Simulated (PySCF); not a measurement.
# 19F chemical shifts

Computational details: GFN2-xTB structure, σ from GIAO-PBE0/pcSseg-1, in PySCF 2.14.0 with density-fitted response routines (non-relativistic, single conformer, no solvent model, averaged over atoms made equivalent by symmetry, fast rotation or ring inversion).

Shieldings were converted by a linear fit to measured shifts: 19F: δ = 146.13 − 0.903σ +14.6 on sp3 carbon (rms 6.0 ppm, 223 shifts, 7.0 ppm with the 5 outliers that the fit left out vs CFCl3, solution or neat liquid). A few per cent of atoms miss by over 2 rms, more outside the fitted compound classes.

**Question.** Give the 19F shifts of `O=C[C@@H]([SiH3])[SiH2]/C=C\CF`, `O=C/C=C(\F)[SiH3]`.

**Answer.** 
```csv
compound,environment,δ (ppm)
O=C[C@@H]([SiH3])[SiH2]/C=C\CF,fluorine on an sp3 carbon,-232.2
O=C/C=C(\F)[SiH3],vinylic fluorine,-89.9
```

**Question.** Match the shifts -85.4, -117.6, -137.4, -231.7 ppm to `C=C(F)C[Si@](C)([SiH3])C=O`, `C#C[C@@H]([SiH3])[SiH2]/C=C\CF`, `CC[Si@@H]1C=CC=C1F`, `CC#C[Si@H]1C[C@H](F)C1`.

**Answer.** -85.4: C=C(F)C[Si@](C)([SiH3])C=O (vinylic fluorine); -117.6: CC[Si@@H]1C=CC=C1F (vinylic fluorine); -137.4: CC#C[Si@H]1C[C@H](F)C1 (fluorine on an sp3 carbon); -231.7: C#C[C@@H]([SiH3])[SiH2]/C=C\CF (fluorine on an sp3 carbon).
